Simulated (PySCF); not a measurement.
Al(F)(Cl)(Me) (CH₃AlClF), SMILES [CH3][Al]([F])[Cl].

The structure is a stationary point at PBE0-D3(BJ)/def2-SVP.

Calculation: PBE0-D3(BJ)/def2-SVP (PySCF 2.14.0).

Frequencies are harmonic and unscaled.

```
mode  ν (cm⁻¹)  IR (km/mol)    moving atoms (share of kinetic energy)
----  --------  -----------  ----------------------------------------
1           10          0.0                                    H 97 %
2          160          3.3  C 29 %, H 24 %, Cl 20 %, Al 15 %, F 11 %
3          213         25.8                  F 47 %, Al 21 %, Cl 17 %
4          216         32.2                   Al 52 %, F 22 %, H 13 %
5          479         29.2   Cl 42 %, C 22 %, Al 16 %, F 11 %, H 8 %
6          657         65.2                    H 71 %, C 18 %, Al 9 %
7          678         25.8                   H 44 %, C 28 %, Al 17 %
8          719        144.0                   H 44 %, Al 30 %, C 23 %
9          894        139.8                           Al 48 %, F 47 %
10        1216         26.6                            H 79 %, C 21 %
11        1418          3.1                                    H 96 %
12        1422          2.7                                    H 95 %
13        3056          0.2                                    H 97 %
14        3154          0.4                             H 91 %, C 9 %
15        3177          0.4                             H 91 %, C 9 %
```
